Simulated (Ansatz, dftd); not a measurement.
Reaction: C2H7B (SMILES CBC) → C2H7B (ethylborane, SMILES CCB)
Each species at its own B3LYP-D3(BJ)/def2-TZVP minimum (Ansatz, a first-principles code).

Quantity: isomerisation energy (electronic), in kcal/mol. UHF or UKS for unpaired electrons; spin-orbit terms are left out. Correlated methods leave the cores frozen. Rows without X2C or -DK are non-relativistic. CBS(X,Y): correlation extrapolated as X^-3, Hartree-Fock from the larger set. A bracket is a step between two methods taken in the basis named. Functionals run without relativity, which enters their misses. '+ core + X2C': CCSD(T) terms for core correlation (cc-pwCVTZ) and scalar relativity (cc-pVTZ-DK).

Compared with CCSD(T)/CBS(cc-pVTZ,cc-pVQZ) + [CCSDT(Q) - CCSD(T)]/cc-pVDZ + core + X2C (Ansatz): 14.8 kcal/mol.

Costs are rough ratios of core time, to one figure, on one kind of shared machine, summed over the single points of the molecules; atoms, geometries and frequencies are left out. The first row took roughly 8 core seconds; short runs hold start-up time.

```csv
level,program,cost relative to the first row,difference (kcal/mol)
PBE-D4/def2-TZVPD,Ansatz + dftd4,1,0.8
r2SCAN/def2-TZVPD,Ansatz,1,1.2
wB97X-V/def2-TZVPD,Ansatz,3,-0.5
wB97M-V/def2-TZVPD,Ansatz,3,0.2
CCSDT(Q)/cc-pVDZ,Ansatz,100,-1.7
```

The dearest row costs roughly 100 times the first. Costs within a factor of two don't rank. The table holds for this case alone.
